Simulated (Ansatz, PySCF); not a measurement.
CdS, SMILES [S]=[Cd]. Atoms are numbered in the order given.

```xyz
2

Cd     0.0000     0.0000    -0.5762
S      0.0000     0.0000     1.6946
```

Geometry: B3LYP-D3(BJ)/def2-TZVPD. The def2 effective core potentials stand for the cores of Cd; spin–orbit coupling is left out.

Two levels are set side by side: PBE-D3(BJ)/def2-TZVPD (Ansatz, an electronic-structure program) and B3LYP-D3(BJ)/def2-TZVPD (Ansatz). Each level has its own optimised geometry; the coordinates shown are those of the second. Frequencies come from the Hessian of PySCF at each geometry. Differences are taken from unrounded values.

```tsv
quantity	B3LYP-D3(BJ)	PBE-D3(BJ)	PBE-D3(BJ) minus B3LYP-D3(BJ)
bond Cd1–S2 (Å)	2.271	2.252	-0.019
highest harmonic wavenumber (cm⁻¹)	360	375	15
mean harmonic wavenumber (cm⁻¹)	360	375	15
zero-point energy (kcal/mol)	0.51	0.54	0.02
```
